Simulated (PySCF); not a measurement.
PySCF input file for Al(Me)(OH)2 cation (CH5AlO2), SMILES [OH][Al]([OH])[CH3] (connectivity only; charge and spin as stated), charge +1, multiplicity 2, TDA-LC-ωPBE/def2-SVPD. Geometry optimised at B3LYP-D3(BJ)/def2-SVP. The spin state was assumed, not searched. The isomer is the one that the SMILES or the coordinates give; other isomers of the formula were not compared. One conformer was computed; it need not be the lowest.

```python
import numpy as np
from pyscf import gto, scf, dft, tdscf

mol = gto.M(
    atom='''
    Al    0.26014416   -0.11129427   -0.00000000
    C    -1.76911811    0.66603250    0.00000000
    H    -1.97480851    0.13985960    0.94676585
    H    -1.97480852    0.13985960   -0.94676585
    H    -1.84061074    1.75734185    0.00000000
    O     0.14710072   -1.74851146    0.00000000
    H     0.67699826   -2.55197712   -0.00000000
    O     1.21647944    1.22429081    0.00000000
    H     1.43742285    2.15931176   -0.00000001
    ''',
    basis='def2-SVPD',
    charge=1,
    spin=1,
    max_memory=1600,
    verbose=4,
)
mf = dft.UKS(mol, xc='lc_wpbe').density_fit(auxbasis='def2-universal-jkfit')
mf.grids.level = 3
mf.conv_tol = 1e-9
mf.max_cycle = 100
mf.kernel()
fine, coarse = mf.grids, dft.Grids(mol).set(level=1).build(with_non0tab=True)
for _ in range(3):  # follow internal instabilities
    mf.grids = coarse
    mo, _, stable, _ = mf.stability(return_status=True, nroots=4)
    mf.grids = fine
    if stable:
        break
    mf.kernel(mf.make_rdm1(mo, mf.mo_occ))
mf.grids = dft.Grids(mol).set(level=1).build(with_non0tab=True)  # coarser grid for the response kernel
td = tdscf.TDA(mf)
td.nstates = 10
td.conv_tol = 1e-4
td.kernel(x0=td.get_init_guess(mf, 15))
td.analyze()
```

Log of the run:

```
PySCF version 2.14.0

[INPUT] verbose = 4
[INPUT] num. atoms = 9
[INPUT] num. electrons = 39
[INPUT] charge = 1
[INPUT] spin (= nelec alpha-beta = 2S) = 1
[INPUT] symmetry False subgroup None
[INPUT] Mole.unit = angstrom
[INPUT] Symbol           X                Y                Z      unit          X                Y                Z       unit  Magmom
[INPUT]  1 Al     0.260144160000  -0.111294270000   0.000000000000 AA    0.491601215305  -0.210315689533   0.000000000000 Bohr   0.0
[INPUT]  2 C     -1.769118110000   0.666032500000   0.000000000000 AA   -3.343148709908   1.258619015059   0.000000000000 Bohr   0.0
[INPUT]  3 H     -1.974808510000   0.139859600000   0.946765850000 AA   -3.731847232360   0.264296339891   1.789128160591 Bohr   0.0
[INPUT]  4 H     -1.974808520000   0.139859600000  -0.946765850000 AA   -3.731847251258   0.264296339891  -1.789128160591 Bohr   0.0
[INPUT]  5 H     -1.840610740000   1.757341850000   0.000000000000 AA   -3.478250200533   3.320894803736   0.000000000000 Bohr   0.0
[INPUT]  6 O      0.147100720000  -1.748511460000   0.000000000000 AA    0.277980073526  -3.304207785063   0.000000000000 Bohr   0.0
[INPUT]  7 H      0.676998260000  -2.551977120000   0.000000000000 AA    1.279341298207  -4.822537832956   0.000000000000 Bohr   0.0
[INPUT]  8 O      1.216479440000   1.224290810000   0.000000000000 AA    2.298812977764   2.313574327722   0.000000000000 Bohr   0.0
[INPUT]  9 H      1.437422850000   2.159311760000  -0.000000010000 AA    2.716335511692   4.080507843953  -0.000000018897 Bohr   0.0

nuclear repulsion = 157.609578186545
number of shells = 56
number of NR pGTOs = 188
number of NR cGTOs = 130
basis = def2-SVPD
ecp = {}


******** <class 'pyscf.df.df_jk.DFUKS'> ********
method = DFUKS
initial guess = minao
damping factor = 0
level_shift factor = 0
DIIS = <class 'pyscf.scf.diis.CDIIS'>
diis_start_cycle = 1
diis_space = 8
diis_damp = 0
SCF conv_tol = 1e-09
SCF conv_tol_grad = None
SCF max_cycles = 100
direct_scf = False
number electrons alpha = 20  beta = 19
XC library pyscf.dft.libxc version 7.1.2
    S. Lehtola, C. Steigemann, M. J. T. Oliveira, and M. A. L. Marques,  SoftwareX 7, 1–5 (2018)
XC functionals = lc_wpbe
    O. A. Vydrov and G. E. Scuseria,  J. Chem. Phys. 125, 234109 (2006)
radial grids:
    Treutler-Ahlrichs [JCP 102, 346 (1995); DOI:10.1063/1.469408] (M4) radial grids

becke partition: Becke, JCP 88, 2547 (1988); DOI:10.1063/1.454033
pruning grids: <function nwchem_prune>
grids dens level: 3
symmetrized grids: False
atomic radii adjust function: <function treutler_atomic_radii_adjust>
small_rho_cutoff = 0
Set gradient conv threshold to 3.16228e-05
tot grids = 110504
Create RSH-DF object <pyscf.df.df.DF object> for omega=0.4
******** <class 'pyscf.df.df.DF'> ********
auxbasis = auxmol.basis = def2-universal-jkfit
init E= -433.61840149089
  alpha nocc = 20  HOMO = -0.300984550471569  LUMO = -0.0740812253187175
  beta  nocc = 19  HOMO = -0.496653850739955  LUMO = -0.30098455047157

WARN: HOMO -0.300984550471569 >= LUMO -0.30098455047157

cycle= 1 E= -433.159845353535  delta_E= 0.459  |g|= 0.66  |ddm|=  2.6
  alpha nocc = 20  HOMO = -0.50712891141841  LUMO = -0.135051091470045
  beta  nocc = 19  HOMO = -0.505593164674063  LUMO = -0.372365525632304
  HOMO = -0.505593164674  LUMO = -0.372365525632  gap/eV = 3.62531
cycle= 2 E= -433.123354796394  delta_E= 0.0365  |g|= 0.782  |ddm|= 1.89
  alpha nocc = 20  HOMO = -0.657861366189693  LUMO = -0.139673223811222
  beta  nocc = 19  HOMO = -0.658037449278404  LUMO = -0.336337876558774
  HOMO = -0.65786136619  LUMO = -0.336337876559  gap/eV = 8.74910
cycle= 3 E= -433.354169214733  delta_E= -0.231  |g|= 0.0601  |ddm|= 0.871
  alpha nocc = 20  HOMO = -0.638052274295793  LUMO = -0.131503361443068
  beta  nocc = 19  HOMO = -0.649645574422473  LUMO = -0.302221544671139
  HOMO = -0.638052274296  LUMO = -0.302221544671  gap/eV = 9.13842
cycle= 4 E= -433.356420097627  delta_E= -0.00225  |g|= 0.0383  |ddm|= 0.186
  alpha nocc = 20  HOMO = -0.64532225802544  LUMO = -0.130849188068747
  beta  nocc = 19  HOMO = -0.65211512791081  LUMO = -0.300758930804897
  HOMO = -0.645322258025  LUMO = -0.300758930805  gap/eV = 9.37605
cycle= 5 E= -433.357191059417  delta_E= -0.000771  |g|= 0.0114  |ddm|= 0.0582
  alpha nocc = 20  HOMO = -0.645498573922815  LUMO = -0.131264217111705
  beta  nocc = 19  HOMO = -0.65327516184292  LUMO = -0.300922527008749
  HOMO = -0.645498573923  LUMO = -0.300922527009  gap/eV = 9.37639
cycle= 6 E= -433.357342929788  delta_E= -0.000152  |g|= 0.00429  |ddm|= 0.0327
  alpha nocc = 20  HOMO = -0.644979710503436  LUMO = -0.131191698250351
  beta  nocc = 19  HOMO = -0.652910004430831  LUMO = -0.299417600013311
  HOMO = -0.644979710503  LUMO = -0.299417600013  gap/eV = 9.40322
cycle= 7 E= -433.357388957979  delta_E= -4.6e-05  |g|= 0.00201  |ddm|= 0.0166
  alpha nocc = 20  HOMO = -0.64491569973768  LUMO = -0.131296871157043
  beta  nocc = 19  HOMO = -0.652925207611538  LUMO = -0.299570186107461
  HOMO = -0.644915699738  LUMO = -0.299570186107  gap/eV = 9.39733
cycle= 8 E= -433.357401436662  delta_E= -1.25e-05  |g|= 0.000826  |ddm|= 0.0102
  alpha nocc = 20  HOMO = -0.644591899668494  LUMO = -0.131260256151606
  beta  nocc = 19  HOMO = -0.652849340641854  LUMO = -0.299363878500824
  HOMO = -0.644591899668  LUMO = -0.299363878501  gap/eV = 9.39413
cycle= 9 E= -433.357403938297  delta_E= -2.5e-06  |g|= 0.000279  |ddm|= 0.00674
  alpha nocc = 20  HOMO = -0.644469329088118  LUMO = -0.131252351429423
  beta  nocc = 19  HOMO = -0.652802816024951  LUMO = -0.299377926553204
  HOMO = -0.644469329088  LUMO = -0.299377926553  gap/eV = 9.39042
cycle= 10 E= -433.357404261139  delta_E= -3.23e-07  |g|= 7.75e-05  |ddm|= 0.00277
  alpha nocc = 20  HOMO = -0.644440804339648  LUMO = -0.131251273281113
  beta  nocc = 19  HOMO = -0.652794270143288  LUMO = -0.299384131932448
  HOMO = -0.64444080434  LUMO = -0.299384131932  gap/eV = 9.38947
cycle= 11 E= -433.357404279398  delta_E= -1.83e-08  |g|= 2.41e-05  |ddm|= 0.000624
  alpha nocc = 20  HOMO = -0.644444115243433  LUMO = -0.131252669445456
  beta  nocc = 19  HOMO = -0.652802322897196  LUMO = -0.299385497137978
  HOMO = -0.644444115243  LUMO = -0.299385497138  gap/eV = 9.38952
cycle= 12 E= -433.357404275654  delta_E= 3.74e-09  |g|= 1.79e-05  |ddm|= 8.33e-05
  alpha nocc = 20  HOMO = -0.644438582802757  LUMO = -0.131252027281171
  beta  nocc = 19  HOMO = -0.65279791282257  LUMO = -0.299385049222586
  HOMO = -0.644438582803  LUMO = -0.299385049223  gap/eV = 9.38938
cycle= 13 E= -433.357404275963  delta_E= -3.09e-10  |g|= 6.39e-06  |ddm|= 6.58e-05
  alpha nocc = 20  HOMO = -0.644440578261454  LUMO = -0.131252065869836
  beta  nocc = 19  HOMO = -0.65279973469039  LUMO = -0.299385153564579
  HOMO = -0.644440578261  LUMO = -0.299385153565  gap/eV = 9.38944
Extra cycle  E= -433.357404276004  delta_E= -4.13e-11  |g|= 5.68e-06  |ddm|= 1.67e-05
converged SCF energy = -433.357404276004  <S^2> = 0.75510285  2S+1 = 2.0050964
tot grids = 34256
uhf_internal: lowest eigs of H = [0.28083726 0.28340708 0.31752029 0.32876796]
<class 'pyscf.df.df_jk.DFUKS'> wavefunction is stable in the internal stability analysis
tot grids = 34256


******** <class 'pyscf.tdscf.uks.TDA'> for <class 'pyscf.df.df_jk.DFUKS'> ********
nstates = 10
deg_eia_thresh = 1.000e-03
wfnsym = None
conv_tol = 0.0001
eigh lindep = 1e-12
eigh level_shift = 0
eigh max_cycle = 100


Excitation energies (eV)
[3.94564323 4.11860183 4.41584501 4.64218447 4.99257967 5.17043035
 7.52728188 7.69721243 7.86326502 7.94102034]

** Excitation energies and oscillator strengths **
Excited State   1:      3.94564 eV    314.23 nm  f=0.0010
      17b ->   20b      0.50895
      19b ->   20b     -0.84247
Excited State   2:      4.11860 eV    301.03 nm  f=0.0474
      15b ->   20b     -0.21136
      16b ->   20b     -0.14174
      18b ->   20b     -0.94358
Excited State   3:      4.41585 eV    280.77 nm  f=0.0039
      14b ->   20b      0.33128
      17b ->   20b     -0.78561
      19b ->   20b     -0.49205
Excited State   4:      4.64218 eV    267.08 nm  f=0.0306
      15b ->   20b      0.45459
      16b ->   20b     -0.86740
Excited State   5:      4.99258 eV    248.34 nm  f=0.0000
      13b ->   20b     -0.10599
      15b ->   20b      0.83485
      16b ->   20b      0.43438
      18b ->   20b     -0.25371
Excited State   6:      5.17043 eV    239.79 nm  f=0.0000
      14b ->   20b      0.92556
      17b ->   20b      0.30281
      19b ->   20b      0.12863
Excited State   7:      7.52728 eV    164.71 nm  f=0.0020
      17a ->   21a     -0.12874
      17a ->   24a      0.12938
      19a ->   21a     -0.86865
      19a ->   23a      0.23761
      19b ->   21b      0.27530
Excited State   8:      7.69721 eV    161.08 nm  f=0.0397
      16a ->   21a      0.11309
      16a ->   24a      0.10768
      18a ->   21a      0.30997
      18a ->   23a     -0.10498
      20a ->   21a     -0.84686
      20a ->   23a      0.13591
      20a ->   24a     -0.12899
      20a ->   25a      0.14222
      18b ->   21b      0.19414
Excited State   9:      7.86327 eV    157.68 nm  f=0.0345
      16a ->   21a      0.11801
      18a ->   21a     -0.75592
      18a ->   23a      0.22643
      20a ->   21a     -0.33035
      16b ->   21b      0.29810
      16b ->   23b     -0.12671
      18b ->   21b     -0.18799
Excited State  10:      7.94102 eV    156.13 nm  f=0.0116
      17a ->   21a     -0.80598
      17a ->   23a      0.18797
      17a ->   24a     -0.11585
      17a ->   25a      0.10415
      19a ->   21a      0.15042
      19a ->   24a      0.16685
      17b ->   21b      0.38423
      19b ->   24b     -0.10200

** Transition electric dipole moments (AU) **
state          X           Y           Z        Dip. S.      Osc.
  1        -0.0000     -0.0000      0.1017      0.0104      0.0010
  2        -0.6663     -0.1616     -0.0000      0.4701      0.0474
  3        -0.0000     -0.0000     -0.1902      0.0362      0.0039
  4        -0.5136     -0.0736      0.0000      0.2692      0.0306
  5        -0.0131      0.0099      0.0000      0.0003      0.0000
  6         0.0000     -0.0000     -0.0148      0.0002      0.0000
  7        -0.0000      0.0000     -0.1047      0.0110      0.0020
  8        -0.4149      0.1959      0.0000      0.2106      0.0397
  9        -0.4216      0.0382     -0.0000      0.1792      0.0345
 10         0.0000      0.0000     -0.2447      0.0599      0.0116

** Transition velocity dipole moments (imaginary part, AU) **
state          X           Y           Z        Dip. S.      Osc.
  1        -0.0000      0.0000      0.0129      0.0002      0.0008
  2        -0.0547     -0.0051     -0.0000      0.0030      0.0133
  3        -0.0000     -0.0000     -0.0217      0.0005      0.0019
  4        -0.0644     -0.0046      0.0000      0.0042      0.0163
  5         0.0088      0.0072      0.0000      0.0001      0.0005
  6        -0.0000     -0.0000      0.0072      0.0001      0.0002
  7        -0.0000      0.0000     -0.0220      0.0005      0.0012
  8        -0.1245      0.0506      0.0000      0.0181      0.0426
  9        -0.1267      0.0072     -0.0000      0.0161      0.0372
 10         0.0000      0.0000     -0.0591      0.0035      0.0080

** Transition magnetic dipole moments (imaginary part, AU) **
state          X           Y           Z
  1        -0.2009      0.0674     -0.0000
  2         0.0000      0.0000     -0.5477
  3        -0.1304     -0.4585     -0.0000
  4         0.0000     -0.0000      0.3853
  5         0.0000     -0.0000      0.6568
  6         0.0248     -0.8073     -0.0000
  7        -0.4465      0.0628     -0.0000
  8         0.0000      0.0000     -0.3628
  9         0.0000     -0.0000      0.0651
 10         0.0952     -0.1801     -0.0000
```

The calculation finished and met its thresholds.

Cost: roughly 100 core-seconds.
